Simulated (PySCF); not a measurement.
# Structure elucidation problem

Molecular formula: C7H9O2P. Simulated spectra:

¹H NMR (300 MHz, computed): δ 8.08 (m, 1H), 7.61 (m, 1H), 6.19 (m, 1H), 1.67 (m, 3H), 1.51 (m, 1H), 1.38 (m, 1H), 1.29 (m, 1H).

¹³C{¹H} NMR (computed): δ 158.4 (CH), 149.5 (CH), 122.6 (C), 114.6 (CH), 23.5 (CH), 21.5 (CH2), 14.6 (CH3).

Level of theory: GFN2-xTB structure, NMR shieldings at PBE0/pcSseg-1/GIAO, in PySCF 2.14 (equivalent nuclei averaged, non-relativistic Hamiltonian, single conformer, no solvent model).

Referencing at the same level of theory: TMS for ¹H, ¹³C.

**Question.** Choose the structure that fits.
A. O=P1(c2ccco2)CCC1
B. C[C@@H]1C[P@]1(=O)c1ccco1
C. C#C[P@](=O)(C(C)=O)C1CC1
D. C[C@@H]1C[P@@]1(=O)c1ccoc1

**Answer.** D. 

1. 7 carbon signals for 7 carbons: no two carbons are equivalent.
2. Carbon types of the structure: 1 × C, 4 × CH, 1 × CH2, 1 × CH3, which accounts for all hydrogens.
3. δC 158.4, 149.5: aromatic CH next to the ring oxygen.
4. δC 122.6: substituted aromatic carbon.
5. δC 114.6: aromatic CH.
6. δC 23.5, 21.5: three-membered-ring carbon; carbons of three-membered rings are unusually shielded.
7. δH 6.19: hydrogen on an aromatic CH; ring-current deshielding.

The others: C[C@@H]1C[P@]1(=O)c1ccco1 has carbons computed at 153.5, 148.4, 135.0, 119.2, 25.3, 21.7, 15.3; O=P1(c2ccco2)CCC1 would give 6 carbon signals, not 7; C#C[P@](=O)(C(C)=O)C1CC1 has carbons computed at 222.9, 98.1, 84.8, 34.2, 10.5, 3.5, 2.3, with a different DEPT pattern.

Splittings by ³¹P in the carbon and heteronuclear signals aren't shown, as no couplings were computed. Shifts are as computed. Against solution values, carbons near 30 ppm lie about +3 ppm off and those near 130 ppm about +5 ppm. Of 1211 compounds with measured shifts, 218 miss one by over three times the rms of a fit or turn the order of signals round; such compounds aren't used in these exercises. No couplings were computed; multiplicities are counted from neighbouring protons, with m where these are inequivalent, close in shift, in a saturated or five-membered ring or joined by F or P, and br s for small geminal =CH2 splittings.
